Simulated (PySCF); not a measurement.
# Orbital picture of BSb⁻

PBE0 at R = 2.007 Å; basis B def2-SVPD, Sb def2-SVPD with ECP28; scalar-relativistic core potentials; PySCF 2.14. State: ²Σ⁺ (doublet), unpaired electrons σ ↑. Only the outer orbitals are listed, counted within each symmetry, core potentials removing the inner ones.

```
spin  orbital  occ.  ε (eV)  on B (%)           main shells (%)
   α       5σ     1   -9.44        28           69 Sb s, 24 B s
   α       6σ     1   -4.36        57  51 B s, 22 Sb s, 21 Sb p
   α       7σ     1   -1.03        59    48 B p, 33 Sb p, 9 B s
   α       3π     1   -0.32        39           61 Sb p, 39 B p
   α       3π     1   -0.32        39           61 Sb p, 39 B p
   α       4π     0    4.03        51  36 B p, 25 Sb d, 24 Sb p
   α       4π     0    4.03        51  36 B p, 25 Sb d, 24 Sb p
   β       5σ     1   -9.11        25           74 Sb s, 20 B s
   β       6σ     1   -3.24        46  45 B s, 33 Sb p, 20 Sb s
   β       3π     1   -0.20        24           76 Sb p, 24 B p
   β       3π     1   -0.20        24           76 Sb p, 24 B p
   β       7σ     0    2.48        72   47 B s, 24 B p, 22 Sb p
   β       4π     0    4.58        54  43 B p, 33 Sb d, 13 Sb p
   β       4π     0    4.58        54  43 B p, 33 Sb d, 13 Sb p
```

Which are the highest filled and the lowest empty level, where do they sit, and how wide is the gap?

Highest filled β 3π at -0.20 eV (in %: 76 Sb p, 24 B p); lowest empty β 7σ at 2.48 eV (in %: 47 B s, 24 B p, 22 Sb p); the gap at PBE0 is 2.68 eV. An empty level above zero is unbound, and its energy depends on the basis.

```
bond order (Mayer)                                                                                                 : 2.67
⟨S²⟩                                                                                                               : 0.803
charge on B (Mulliken, basis-dependent)                                                                            : -0.39
charge on B (Löwdin, basis-dependent)                                                                              : -0.85
dipole moment (positive dipole points towards Sb; it is taken about the centre of mass and depends on that origin) : 3.26 D
polarisability along the bond                                                                                      : 123.1 bohr³
polarisability across the bond                                                                                     : 81.7 bohr³
```

Spin–orbit coupling is left out. The state was picked by a PBE0 search and need not be the measured ground state.
